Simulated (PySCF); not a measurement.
Species: C₇H₅F₂ (charge +1).
Numbering: `[CH2+:1][c:2]1[cH:3][cH:4][c:5]([F:6])[c:7]([F:8])[cH:9]1`

Geometry (GFN2-xTB, Å), atoms numbered from 1 in this order:
```
atom  x, y, z in Å
C1     2.3064    0.0875    0.0493
C2     0.9424    0.0289    0.0188
C3     0.2535   -1.2202    0.2093
C4    -1.1114   -1.2787    0.1810
C5    -1.8519   -0.1059   -0.0365
F6    -3.1506   -0.1592   -0.0653
C7    -1.2010    1.1425   -0.2266
F8    -1.9336    2.2185   -0.4252
C9     0.1644    1.2151   -0.2014
H10    2.9071   -0.7955    0.2162
H11    2.8344    1.0204   -0.0921
H12    0.8346   -2.1160    0.3755
H13   -1.6472   -2.2066    0.3225
H14    0.6522    2.1687   -0.3476
```

Probes without a nucleus sit at each ring's centroid and 1 Å off its mean plane on both sides; NICS is minus the shielding there, NICSzz its component along the normal. Level: GIAO PBE0/pcSseg-1 (PySCF, non-relativistic, gas phase) on the GFN2-xTB geometry, one conformer.

Ring bond lengths (Å), with Mayer bond orders in brackets: C2–C3 1.439 (1.14), C3–C4 1.366 (1.55), C4–C5 1.404 (1.33), C5–C7 1.421 (1.22), C7–C9 1.368 (1.56), C9–C2 1.436 (1.12).

Q: What do the NICS probes read (ppm)?

A: 
```csv
ring,type,NICS(0),"NICS(1), two faces","NICS(1)zz, two faces",rms pucker (Å),"centre to ring atoms, mean (Å)"
C2–C3–C4–C5–C7–C9,6-membered carbocycle; formal bonds all aromatic,-4.4,-7.2 / -7.1,-13.9 / -13.9,0.00,1.41
```

Q: What do they say, and how far can they be read as aromaticity?

A: 
- C2–C3–C4–C5–C7–C9: mean NICS(1)zz -13.9 ppm, shielded.

Q: How equal are the bonds by HOMA? HOMA = 1 − mean of α(R − Ropt)² over the ring bonds, with Krygowski's 1993 parameters (CC: Ropt 1.388 Å, α 257.7 Å⁻²).

A: 
- C2–C3–C4–C5–C7–C9: HOMA 0.70 = 1 − EN − GEO, with mean bond length 1.406 Å, EN = α(Ropt − mean)² = 0.079 and GEO = α × variance = 0.224.

Q: Give the inner angles of the rings and the Hirshfeld charges of the ring atoms.

A: 
- C2–C3–C4–C5–C7–C9: C2 118.6° (+0.028 e), C3 120.8° (+0.045 e), C4 119.6° (-0.014 e), C5 120.9° (+0.188 e), C7 120.1° (+0.115 e), C9 120.0° (+0.014 e); sum 720.0° against 720° for a flat convex ring.
